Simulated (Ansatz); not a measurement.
Species: C₂HCl₃, charge 0, singlet. C2HCl3 (1,1,2-trichloroethene, SMILES C(=C(Cl)Cl)Cl).
B3LYP-D3(BJ)/def2-TZVP minimum from Ansatz (an electronic-structure program):
```
C
C 1 1.3292
H 2 1.0787 1 120.82
Cl 1 1.7162 2 124.31 3 -180.00
Cl 2 1.7170 3 115.14 1 180.00
Cl 1 1.7297 2 120.07 3 0.00
```

Hartree-Fock and CCSD(T) correlation energies in hartree (Ansatz). Open shells are spin-unrestricted; no spin-orbit coupling. Correlated methods leave the cores frozen. No relativity. The restricted determinant of C2HCl3 (ClC=C(Cl)Cl, singlet) is unstable towards broken spin symmetry in at least one set run.

```tsv
basis	X	E(HF)	E(corr, CCSD(T))
cc-pV(T+d)Z	3	-1454.86297	-0.97821
cc-pV(Q+d)Z	4	-1454.87875	-1.05515
cc-pV(5+d)Z	5	-1454.88170	withheld
```

**Question.** Fit E(corr) = E∞ + A/X³ to X = 3 and 4, predict X = 5, and compare with the run.

**Answer.** A = (-0.97821 - (-1.05515))/(1/27 - 1/64) = 3.5933; E∞ = -1.05515 - A/64 = -1.11130; at X = 5, E∞ + A/125 = -1.08255. The run gave -1.08078, 1.77 mEh above the prediction. The same form on X = 4 and 5 gives E∞ = -1.10767, 3.62 mEh above the first estimate.
